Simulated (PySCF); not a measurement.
**Radial density of Sc (scandium, neutral)**

PBEsol, [Ar] 4s2 5s1, 2S determinant (an excited configuration). Calculation: PySCF 2.14, in aug-cc-pVTZ with one added diffuse shell each of s, p, d, f, g type (9s8p6d4f3g, 118 functions); the non-relativistic Hamiltonian (point nucleus).

| r (bohr) | 4πr²ρ (e/bohr) | 4πr²(ρα − ρβ) |
| --- | --- | --- |
| 0.00131 | 0.1259 | 0.0000 |
| 0.00220 | 0.3430 | 0.0000 |
| 0.00370 | 0.9114 | 0.0001 |
| 0.00622 | 2.319 | 0.0001 |
| 0.0105 | 5.492 | 0.0004 |
| 0.0176 | 11.53 | 0.0007 |
| 0.0296 | 19.82 | 0.0012 |
| 0.0498 | 24.76 | 0.0011 |
| 0.0838 | 20.67 | 0.0000 |
| 0.141 | 19.34 | 0.0009 |
| 0.237 | 26.35 | 0.0041 |
| 0.399 | 14.83 | 0.0000 |
| 0.671 | 7.030 | 0.0085 |
| 1.13 | 7.652 | 0.0013 |
| 1.90 | 1.773 | 0.0244 |
| 3.19 | 0.7838 | 0.0155 |
| 5.37 | 0.1670 | 0.0549 |
| 9.03 | 0.1478 | 0.1464 |
| 15.2 | 0.01307 | 0.0131 |

The outer electron is Rydberg-like, and this basis confines it to a smaller radius and binds it less than a complete one would.
